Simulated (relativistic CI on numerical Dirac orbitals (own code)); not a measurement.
## Hyperfine structure of Tl⁴³⁺, mass number 205

Method of calculation: Dirac-Coulomb-Breit CI, KLI orbitals optimised for each configuration, a model potential for QED, unscaled Slater integrals (own radial code, finite nucleus).

CI space (outside the closed core [Ar] 3d10): 4s2 4p6 4d2, 4s2 4p6 4d 4f, 4s2 4p5 4d3, 4s 4p6 4d3, 4s2 4p5 4d2 4f, 4s 4p6 4d2 4f, 4s2 4p6 4d 5s, 4s2 4p6 4f 5s, 4s2 4p6 4d 5p, 4s2 4p6 4f2, 4s2 4p5 4f3, 4s 4p6 4f3, 4s2 4p6 4f 5p, 4s2 4p5 4f2 5p, 4s 4p6 4f2 5p. Double excitations out of closed p, d and f shells are left out; levels of such configurations are missing from the list, as are those of other unlisted configurations, and high levels can miss mixing partners.

Nuclear spin I = 1/2, μ = 1.632 μN (tables of Stone and Pyykkö). The electronic factors are computed for point nuclear moments, without core polarisation or the Bohr-Weisskopf and QED corrections.

| Level | E (cm⁻¹) | A (GHz) |
| --- | --- | --- |
| 4s2 4p6 4d2 3F_2 | 0 | 132.3 |
| 4s2 4p6 4d2 3F_3 | 233892 | 74.76 |
| 4s2 4p6 4d2 3P_1 | 283848 | -7.428 |
| 4s2 4p6 4d2 1G_4 | 284450 | 80.02 |
| 4s2 4p6 4d2 3F_4 | 498476 | 52.88 |

Levels with J = 0, under 50 % of one LS term, or S terms without an open s electron are left out. Small factors come from cancelling terms and can be off by tens of per cent or more.

At this charge energies of transitions that change n are usually good to better than 1 %, and those within a shell (Δn = 0) to a few per cent.

Question: Give the hyperfine levels of 4s2 4p6 4d2 3F_2 relative to its centre of gravity.

Answer: With K = F(F + 1) − I(I + 1) − J(J + 1), E = AK/2: F = 3/2: -198.5, F = 5/2: 132.3 GHz.

LS names give the leading component of a level, which can be under half, so a name can repeat, a term be missing and a line seem to break the LS rules.
